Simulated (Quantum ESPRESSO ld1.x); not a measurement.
Results of a calculation; reference values are marked as such.
Orbital eigenvalues (eV) of the neon ion Ne+, [He] 2s2 2p5, at several levels of relativity; Dirac values are averaged over j with weights 2j + 1. Spin-unpolarised spherical Kohn-Sham, LDA (Slater exchange, Perdew-Zunger correlation), point nucleus, ld1.x of Quantum ESPRESSO 7.5. A level marked "c x" has the speed of light scaled by that factor and shares open shells by 2j + 1; other Dirac levels either fill j = l - 1/2 first or share by 2j + 1.

| shell | non-rel. | Dirac, 2j+1 shares | Dirac, low j first | Dirac, c x 10 | change of magnitude, last against first (%) |
|---|---|---|---|---|---|
| 1s | -847.25 | -848.35 | -848.33 | -847.26 | 0.00 |
| 2s | -55.154 | -55.287 | -55.282 | -55.155 | 0.00 |
| 2p | -32.444 | -32.429 | -32.424 | -32.444 | 0.00 |
| 3s (empty) | -6.6812 | -6.6919 | -6.6914 | -6.6813 | 0.00 |
| 3p (empty) | -3.8604 | -3.8605 | -3.8602 | -3.8604 | 0.00 |
